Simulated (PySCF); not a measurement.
CBr, SMILES [C]Br (connectivity only; charge and spin as stated), neutral, multiplicity 2.

Coordinates come from a B3LYP-D3(BJ)/def2-TZVPD optimisation.

Two levels are set side by side: PBE/def2-TZVPD (PySCF) and M06-2X/def2-TZVPD (PySCF). Same geometry, gas phase. Differences are taken from unrounded values.

```json
[
 {"quantity": "α-spin orbital gap (eV)", "M06-2X": "5.04", "PBE": "0.35", "PBE minus M06-2X": "-4.69"},
 {"quantity": "β-spin orbital gap (eV)", "M06-2X": "8.38", "PBE": "3.65", "PBE minus M06-2X": "-4.73"},
 {"quantity": "dipole moment (D)", "M06-2X": "1.30", "PBE": "1.60", "PBE minus M06-2X": "0.30"}
]
```

Rough cost on one machine, each run with all the roots and properties that it gave: M06-2X against PBE about 4 times.
